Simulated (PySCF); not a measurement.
**From computed data to an observable: oscillator strength and radiative lifetime**

Mg(Me)(SMe) (C₂H₆MgS), SMILES [CH3][Mg][S]C.

Coordinates come from a B3LYP-D3(BJ)/def2-SVP optimisation. The structure was generated by enumeration; whether it is a known compound was not checked. Other conformers were not sampled.

TDDFT-PBE/def2-SVPD run with PySCF puts the first singlet state with f over 0.02 at 3.73 eV (vertical), with the transition dipole (-0.313, -0.346, -0.101) in atomic units.

**Question.** Find the oscillator strength, the wavelength and the radiative lifetime that this transition would have in vacuum if emission retraced absorption.

**Answer.** 
|μ|² = 0.2279 au, so |μ| = 1.21 D. ΔE = 3.73/27.211 = 0.1371 hartree. f = (2/3) ΔE |μ|² = 0.021 (the program prints 0.021).
λ = 1239.84/3.73 = 332 nm; ν = 30084 cm⁻¹.
Einstein's coefficient A = 0.6670 ν² f s⁻¹ (ν in cm⁻¹) = 1.3e7 s⁻¹, so τ = 1/A = 80 ns. This state is S1. The figure is the radiative limit of this one transition; relaxation, internal conversion, crossing to triplets and a medium change what is measured.
